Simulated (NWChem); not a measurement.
Correlation energy of AlCl

```xyz
2

Al     0.0000     0.0000    -1.2166
Cl     0.0000     0.0000     0.9303
```
Charge 0, spin multiplicity 1.

Everything below was run with NWChem. All single points use one geometry, from PBE0/def2-SVP, a minimum by its harmonic frequencies.

Basis set: cc-pVDZ. Each correlation energy counts from its own Hartree-Fock reference.

The correlated methods keep 10 core orbitals frozen. The structure started from a generated list of species. No row is a measurement; the coupled-cluster row has its own basis-set and correlation limits.

**Question.** For the correlation energy, SCS-MP2 gives -176.0 mHa and CR-CCSD[T] gives -206.0 mHa. What do MP2, CCSDT, CCSD(T) give?

**Answer.** MP2: -178.2 mHa; CCSDT: -207.2 mHa; CCSD(T): -206.7 mHa.
